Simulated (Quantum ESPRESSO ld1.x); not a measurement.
Problem. Cr IV, 21 electrons, occupied as [Ar] 3d3. All-electron calculation, Dirac Kohn-Sham, PBEsol, spin-unpolarised, spherical densities, point nucleus; open shells are shared between the two j in proportion to 2j + 1. Program: ld1.x of Quantum ESPRESSO 7.5. Some entries of the table are withheld. Estimate them.

orbital  occ.  eigenvalue (hartree)  <r> (bohr)  <r^2> (bohr^2)
1s1/2       2              -217.291     0.06360        0.005440
2s1/2       2              -25.9668      0.2932          0.1017
2p1/2       2                   (1)      0.2581             (2)
2p3/2       4                   (3)      0.2610             (4)
3s1/2       2              -4.13192      0.8887          0.9093
3p1/2       2              -3.09812      0.9333           1.022
3p3/2       4              -3.05873      0.9413           1.039
3d3/2     1.2                   (5)       1.103             (6)
3d5/2     1.8                   (7)       1.106             (8)

Solution. 
(1) 2p1/2 eigenvalue (hartree): -22.2787
(2) 2p1/2 <r^2> (bohr^2): 0.08211
(3) 2p3/2 eigenvalue (hartree): -21.9616
(4) 2p3/2 <r^2> (bohr^2): 0.08381
(5) 3d3/2 eigenvalue (hartree): -1.43848
(6) 3d3/2 <r^2> (bohr^2): 1.519
(7) 3d5/2 eigenvalue (hartree): -1.43441
(8) 3d5/2 <r^2> (bohr^2): 1.527
